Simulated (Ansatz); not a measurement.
Hg₃S₃⁺. The state is a doublet with charge 1. Geometry r2SCAN-D4/def2-SVP; atoms count from 1.

```xyz
6

Hg    0.142   -1.255    0.267
Hg   -1.925   -3.095    0.393
Hg    1.609    1.526   -0.118
S    -1.678    0.904   -0.375
S    -0.615    2.572   -0.584
S     2.467   -0.652    0.416
```

In the def2 sets Hg takes a core potential; there is no spin–orbit coupling. The structure comes from a short search, and lower isomers may exist.

Q: Estimate the Mulliken populations from the PBE0/def2-TZVP orbitals of Ansatz.

A: 
```json
{"atom": "Hg1", "charge (e)": "0.48", "spin (α − β)": "0.00", "d electrons": "9.95"}
{"atom": "Hg2", "charge (e)": "0.33", "spin (α − β)": "-0.01", "d electrons": "9.97"}
{"atom": "Hg3", "charge (e)": "0.61", "spin (α − β)": "-0.01", "d electrons": "9.89"}
{"atom": "S4", "charge (e)": "-0.05", "spin (α − β)": "0.58", "d electrons": "–"}
{"atom": "S5", "charge (e)": "-0.01", "spin (α − β)": "0.46", "d electrons": "–"}
{"atom": "S6", "charge (e)": "-0.37", "spin (α − β)": "-0.02", "d electrons": "–"}
```
Mulliken values depend strongly on the basis.

Q: Where does the spin sit?

A: Summed by element: Hg -0.01, S 1.01, of 1 unpaired in all. Largest on single atoms: S4 0.58, S5 0.46, S6 -0.02.

Q: And the Mayer bond orders between heavy atoms (over 0.3)?

A: Hg1–Hg2 0.48 (2.77 Å); Hg1–S4 0.39 (2.90 Å); Hg1–S6 0.99 (2.41 Å); Hg3–S5 0.69 (2.50 Å); Hg3–S6 0.92 (2.40 Å); S4–S5 1.62 (1.99 Å).
